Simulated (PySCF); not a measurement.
CH3ClGe, SMILES [CH3][Ge][Cl] (connectivity only; charge and spin as stated), neutral, multiplicity 1. Geometry: PBE-D3(BJ)/def2-TZVP.

TDDFT-ωB97X/def2-SVPD run with PySCF puts the lowest singlet excitations at 2.89, 5.33, 5.63, 5.92, 5.99, 7.05 eV.

Question: What are the lowest excitation roots from PySCF with ADC(2)/aug-cc-pVDZ? (An estimate is asked for; the answer gives what the named calculation found.)

Answer: 2.96, 5.24, 5.48, 5.69, 5.94, 6.18 eV. S1 differs by 0.07 eV (second minus first; roots are paired by order, and the bases may differ).
